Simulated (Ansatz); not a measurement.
One change: `C[NH][Ge]([F])([NH]C)[NH]C` becomes `C[NH][Ge]([NH]C)([NH]C)[O]C`.

Ansatz, PBE0-D4/def2-TZVP geometries, multiplicity 1. Each molecule was computed in one conformer, which needn't be the lowest.

Scalar relativity is left out up to krypton.

```
                                          property  `C[NH][Ge]([F])([NH]C)[NH]C`
             LUMO energy (ωB97M-V/def2-TZVPP) / eV                          2.00
             HOMO energy (ωB97M-V/def2-TZVPP) / eV                         -8.88
               HOMO–LUMO gap (PBE/def2-TZVPP) / eV                          4.78
size of the dipole moment (ωB97M-V/def2-TZVPP) / D                          2.38
             HOMO–LUMO gap (B3LYP/def2-TZVPP) / eV                          6.51
              HOMO–LUMO gap (PBE0/def2-TZVPP) / eV                          7.07
```

Give the same properties after the change, and the shifts. (An estimate is asked.)

The calculation gave: 
| property | `C[NH][Ge]([NH]C)([NH]C)[O]C` | shift |
| --- | --- | --- |
| LUMO energy (ωB97M-V/def2-TZVPP) / eV | 2.08 | 0.08 |
| HOMO energy (ωB97M-V/def2-TZVPP) / eV | -8.68 | 0.20 |
| HOMO–LUMO gap (PBE/def2-TZVPP) / eV | 4.72 | -0.06 |
| size of the dipole moment (ωB97M-V/def2-TZVPP) / D | 1.26 | -1.12 |
| HOMO–LUMO gap (B3LYP/def2-TZVPP) / eV | 6.43 | -0.08 |
| HOMO–LUMO gap (PBE0/def2-TZVPP) / eV | 6.97 | -0.10 |

With PBE0 the HOMO rises by 0.20 eV and the LUMO rises by 0.11 eV, so the gap narrows by about 0.09 eV. PBE moves the HOMO by 0.19 eV and ωB97M-V by 0.20 eV. Dipoles are sizes alone; their direction can turn.

Positive LUMOs are unbound, so they and the gaps depend on the basis.

B3LYP here is the variant with VWN-RPA as its local correlation; programs differ in this.
